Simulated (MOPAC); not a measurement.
Job for MOPAC: AM1 on SiC+, 2S+1 = 4, a spin state set in the input, which need not be the lowest, a point of a bond scan (R = 1.925 Å). Charge +1.

```
AM1 1SCF PRECISE CHARGE=1 UHF MS=1.5 THREADS=1
CSi

C      0.00000000 1     0.00000000 1     0.00000000 1
Si     0.00000000 1     0.00000000 1     1.92496400 1
```

Program output:

```
*******************************************************************************
 **                                                                           **
 **                              MOPAC v23.2.5                                **
 **                                                                           **
 *******************************************************************************
 ** MOPAC's Digital Object Identifier: https://doi.org/10.5281/zenodo.6511958 **
 **                                                                           **
 ** Please cite the open-source release paper for use of this MOPAC version:  **
 ** J. E. Moussa and J. J. P. Stewart (2026)                                  **
 ** MOPAC: An open-source semiempirical molecular orbital program             **
 ** J. Open Source Softw., 11(119), 8025, https://doi.org/10.21105/joss.08025 **
 *******************************************************************************

                              AM1 CALCULATION RESULTS

 *******************************************************************************
 *  AM1        - The AM1 Hamiltonian to be used
 *  UHF        - UNRESTRICTED HARTREE-FOCK CALCULATION
 *
 *
 *
 *                 CHARGE ON SYSTEM = +1
 *
 *
 *
 *  MS=        - IN MECI, MAGNETIC COMPONENT OF SPIN =  1.5
 *  PRECISE    - TIGHTER CRITERIA TO BE USED
 *  1SCF       - DO 1 SCF AND THEN STOP
 *  THREADS=1  - MULTI-THREADING NOT USED
 *  T=         - A TIME OF 172800.0 SECONDS REQUESTED
 *  DUMP=N     - RESTART FILE WRITTEN EVERY 7200.0 SECONDS REQUESTED
 *******************************************************************************
AM1 1SCF PRECISE CHARGE=1 UHF MS=1.5 THREADS=1
 CSi

   ATOM   CHEMICAL          X               Y               Z
  NUMBER   SYMBOL      (ANGSTROMS)     (ANGSTROMS)     (ANGSTROMS)

     1       C          0.00000000  *   0.00000000  *   0.00000000  *
     2      Si          0.00000000  *   0.00000000  *   1.92496400  *



          CARTESIAN COORDINATES

    NO.       ATOM           X           Y           Z

     1         C          0.0000      0.0000      0.0000
     2        Si          0.0000      0.0000      1.9250

  C: (AM1): M.J.S. DEWAR ET AL, J. AM. CHEM. SOC. 107 3902-3909 (1985)
 Si: (AM1): M.J.S.DEWAR, C. JIE, ORGANOMETALLICS, 6, 1486-1490 (1987).

           Empirical Formula: C Si  =     2 atoms



      MOLECULAR POINT GROUP   :   C*v


          UHF CALCULATION, NO. OF ALPHA ELECTRONS =    5
                           NO. OF BETA  ELECTRONS =    2

 -------------------------------------------------------------------------------
 AM1 1SCF PRECISE CHARGE=1 UHF MS=1.5 THREADS=1
 CSi



     1SCF WAS SPECIFIED, SO BFGS WAS NOT USED
     SCF FIELD WAS ACHIEVED


                              AM1 CALCULATION
                                                       MOPAC v23.2.5 Linux




          FINAL HEAT OF FORMATION =        372.98384 KCAL/MOL =    1560.56437 KJ/MOL


          COSMO AREA              =         90.98 SQUARE ANGSTROMS
          COSMO VOLUME            =         78.41 CUBIC ANGSTROMS

          IONIZATION POTENTIAL    =         15.500856 EV
          ALPHA SOMO LUMO (EV)    =        -15.501 -7.252
          BETA  SOMO LUMO (EV)    =        -16.081 -7.660
          NO. OF ALPHA ELECTRONS  =          5
          NO. OF BETA  ELECTRONS  =          2
          MOLECULAR WEIGHT        =         40.0965         POINT GROUP:  C*v

          MOLECULAR DIMENSIONS (Angstroms)

            Atom       Atom       Distance
           Si     2    C     1     1.92496
           Si     2    C     1     0.00000
            C     1   Si     2     0.00000


          SCF CALCULATIONS        =          1





   ATOM   CHEMICAL          X               Y               Z
  NUMBER   SYMBOL      (ANGSTROMS)     (ANGSTROMS)     (ANGSTROMS)

     1       C          0.00000000  *   0.00000000  *   0.00000000  *
     2      Si          0.00000000  *   0.00000000  *   1.92496400  *

                             CARTESIAN COORDINATES

   1    C        0.000000000     0.000000000     0.000000000
   2   Si        0.000000000     0.000000000     1.924964000


           Empirical Formula: C Si  =     2 atoms



      MOLECULAR POINT GROUP   :   C*v


          ALPHA EIGENVALUES
 -30.38144 -18.38431 -16.17589 -16.17589 -15.50086  -7.25250  -7.25250  -4.95999


           BETA EIGENVALUES
 -25.01263 -16.08077  -7.66024  -7.66024  -5.45854  -3.55786  -3.55786  -3.44442


              NET ATOMIC CHARGES AND DIPOLE CONTRIBUTIONS

  ATOM NO.   TYPE          CHARGE      No. of ELECS.   s-Pop       p-Pop
    1          C          -0.365697        4.3657     1.67091     2.69479
    2         Si           1.365697        2.6343     1.85180     0.78250
 DIPOLE           X         Y         Z       TOTAL
 POINT-CHG.     0.000     0.000     6.151     6.151
 HYBRID        -0.000    -0.000    -3.003     3.003
 SUM           -0.000    -0.000     3.148     3.148


          ATOMIC ORBITAL ELECTRON POPULATIONS

     Atom    s        px        py        pz
    1  C   1.67091   0.89281   0.89281   0.90917
    2 Si   1.85180   0.10719   0.10719   0.56812


                    (SZ)    =    1.500000
                    (S**2)  =    3.755421


          ATOMIC ORBITAL SPIN POPULATIONS

    Atom   Total    s     px     py     pz
         Atomic
    1  C  2.7331  0.196  0.893  0.893  0.752
    2 Si  0.2669 -0.024  0.107  0.107  0.077

 **********************
 *                    *
 * JOB ENDED NORMALLY *
 *                    *
 **********************




 == MOPAC DONE ==
```

The run finished.

Cost: about 0.020 core-seconds (a rough figure).
